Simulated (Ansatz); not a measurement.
`C1=C[SiH2]C1`. Charge 0, multiplicity 1.

```xyz
10

C    -0.857    0.625    0.393
C    -0.928   -0.704    0.579
Si    0.700   -0.922   -0.276
C     0.430    0.955   -0.338
H    -1.590    1.370    0.707
H    -1.724   -1.249    1.069
H     0.715   -1.650   -1.577
H     1.853   -1.417    0.529
H     1.119    1.582    0.233
H     0.281    1.411   -1.320
```

Problem. What are the harmonic wavenumbers in cm⁻¹ at PBE0-D4/def2-TZVP (Ansatz, finite differences of forces, unscaled)? (An estimate is asked.)

Solution. The calculation gave: 210, 497, 559, 624, 666, 725, 788, 833, 848, 954, 977, 995, 1051, 1106, 1157, 1306, 1436, 1599, 2203, 2205, 3071, 3115, 3117, 3225.

Problem. Is this a minimum?

Solution. Yes, all 24 modes are real.

Problem. Give the ideal-gas thermochemistry at 298.15 K and 1 bar (rigid rotor, harmonic oscillator; point group Cs, symmetry number 1).

Solution. Zero-point energy 199.0 kJ/mol; H(298) − E = 213.5 kJ/mol; entropy 286.5 J/(mol·K), of which translation 161.9, rotation 102.1, vibration 22.6; G(298) − E = 128.1 kJ/mol.

Problem. And at 400, 500, 600, 800 and 1000 K?

Solution. 
```
T (K)  H − E (kJ/mol)  S (J/mol/K)  G − E (kJ/mol)
  400           222.9        313.3            97.6
  500           234.3        338.6            65.0
  600           247.4        362.4            29.9
  800           277.4        405.5           -47.0
 1000           311.3        443.3          -131.9
```
